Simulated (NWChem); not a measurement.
# vinylidene fluoride (C₂H₂F₂); SMILES C(F)(=C)F

Program: NWChem. Pople sets run with spherical d functions. Each level has its own optimisation. Entropies are gas-phase, rigid-rotor, harmonic values for NWChem's default masses at 298.15 K and 1 bar, so the errors hold that model's part too (torsions, anharmonicity).

Measured entropy at 1 bar: 63.6 cal/(mol K) (CRC Handbook, as tabulated in the package chemicals).

| level | entropy at 1 bar (cal/(mol K)) | computed − measured |
|---|---|---|
| Hartree-Fock/STO-3G | 63.0 | -0.6 |
| Hartree-Fock/3-21G | 62.8 | -0.8 |
| Hartree-Fock/6-31G* | 62.7 | -0.9 |
| B3LYP/6-31G* | 63.3 | -0.3 |
| LDA (Slater exchange, VWN5)/def2-SVP | [?] | [?] |
| PBE/def2-SVP | 63.5 | -0.1 |
| BLYP/def2-SVP | 63.6 | 0.0 |
| PBE0/def2-SVP | [?] | [?] |

**Question.** Some entries are withheld; supply them.

**Answer.** 
- LDA (Slater exchange, VWN5)/def2-SVP, entropy at 1 bar (cal/(mol K)): 63.4
- LDA (Slater exchange, VWN5)/def2-SVP, computed − measured: -0.2
- PBE0/def2-SVP, entropy at 1 bar (cal/(mol K)): 63.2
- PBE0/def2-SVP, computed − measured: -0.4
